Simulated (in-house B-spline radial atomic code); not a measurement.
Settings and results of a run for O VIII (O7+). Method: non-relativistic TPSS, spin-polarised, spherical fractional occupations, point nucleus. Calculated with a B-spline radial code for spherical atoms.

Command:
```bash
python run_scf.py task.json out
```
Settings:
```
Z                8
configuration    1s1
hamiltonian      nr
method           tpss,tpss
spin_polarised   True
```

Output (hartree, bohr):
```
 radial grid: 34 intervals, B-splines of order 8, outer radius 3.8961 bohr

 iter        energy (Eh)    residual
    1         -31.999932    1.84e-02
    2         -32.000210    1.28e-04
    3         -32.000211    6.30e-05
    4         -32.000211    3.11e-05
    5         -32.000211    8.53e-07
    6         -32.000211    8.22e-09

 total energy                       -32.00021
 kinetic                              32.0002
 electron-nucleus                    -64.0000
 Hartree                               2.4983
 exchange-correlation                 -2.4987

 orbital      occ     eigenvalue          <r>       <r^2>       <1/r>     <1/r^3>       r_max
 1s up      1.000       -30.2748     0.187752   0.0470787           8           -      0.1249

 Slater integrals (Eh)
   F0(1s up,1s up)               4.996521
```

Cost of the run: 0.02 s on 1 thread of Arm Neoverse V2 (shared host).
